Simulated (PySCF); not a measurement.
# Telling isomers of C₇H₃F₃ apart by NMR

[PySCF: NMR shieldings at PBE0/pcSseg-1/GIAO; coordinates at the GFN2-xTB level; in vacuum; averaged over atoms made equivalent by symmetry, fast rotation or ring inversion; non-relativistic Hamiltonian; one conformer]

Referencing at the same level of theory: TMS for ¹H (σref 31.72), ¹³C (σref 186.93). Splittings of carbon signals by F and P are missing where no couplings were computed. Where no couplings were computed, multiplicities follow the n + 1 count of equivalent neighbours, and m marks all less simple cases (inequivalent or close neighbours, rings, F or P nearby). Shifts are as computed. Against solution values, carbons near 30 ppm lie about +3 ppm off and those near 130 ppm about +5 ppm. Of 1211 compounds with measured shifts, 218 miss one by over three times the rms of a fit or turn the order of signals round; such compounds aren't used in these exercises.

(1) Tabulate the signals of `C=C=C=CC#CC(F)(F)F`, `C#CCC#CC(F)=C(F)F`, `C#CC#C/C=C/C(F)(F)F`, `C#CC#C/C=C\C(F)(F)F` and their relative energies.

(2) What is the quickest way to tell C=C=C=CC#CC(F)(F)F from C#CCC#CC(F)=C(F)F?

(3) What is the quickest way to tell C=C=C=CC#CC(F)(F)F from C#CC#C/C=C/C(F)(F)F?

(4) What is the quickest way to tell C#CCC#CC(F)=C(F)F from C#CC#C/C=C/C(F)(F)F?

Results:

(1) 
| SMILES | carbon types | δC | δH | E rel. (kcal/mol) |
| --- | --- | --- | --- | --- |
| C=C=C=CC#CC(F)(F)F | 5×C 1×CH 1×CH2 | 197.9, 179.9, 124.9, 112.6, 94.2, 91.1, 88.7 | 6.05 (s, 2H), 5.99 (s, 1H) | 13.6 |
| C#CCC#CC(F)=C(F)F | 5×C 1×CH 1×CH2 | 175.1, 124.5, 110.3, 80.3, 77.7, 73.5, 12.5 | 3.63 (d, 2H), 1.59 (t, 1H) | 32.4 |
| C#CC#C/C=C/C(F)(F)F | 4×C 3×CH | 142.0, 132.3, 125.1, 95.5, 86.8, 73.3, 72.7 | 6.57 (m, 1H), 6.40 (m, 1H), 2.25 (s, 1H) | 0.0 |
| C#CC#C/C=C\C(F)(F)F | 4×C 3×CH | 145.9, 132.0, 127.8, 102.3, 89.5, 72.7, 70.8 | 6.58 (m, 1H), 6.25 (m, 1H), 2.45 (s, 1H) | 3.2 |

Energies are electronic energies at PBE0/pcSseg-1 on these geometries, without zero-point or thermal terms, each for the one conformer computed, which needn't be the lowest.

(2) Both give the same number of carbon signals, with the same numbers of each carbon type, so the positions decide. The first has a terminal carbon of a cumulated C=C=C unit (CH2) at 112.6 ppm, the second a propargylic sp3 CH2 at 12.5 ppm. Their most deshielded carbons lie at 197.9 and 175.1 ppm. In the proton spectra the most deshielded non-exchanging signals are 6.05 (s, 2H) and 3.63 (d, 2H).

(3) Both give the same number of carbon signals, but DEPT or the intensities differ. The first has a central carbon of an allene (C) at 197.9 ppm, the second an alkene CH at 142.0 ppm. In the proton spectra the most deshielded non-exchanging signals are 6.05 (s, 2H) and 6.57 (m, 1H).

(4) Both give the same number of carbon signals, but DEPT or the intensities differ. The first has a propargylic sp3 CH2 at 12.5 ppm, the second an alkene CH at 142.0 ppm. Their most deshielded carbons lie at 175.1 and 142.0 ppm. In the proton spectra the most deshielded non-exchanging signals are 3.63 (d, 2H) and 6.57 (m, 1H).
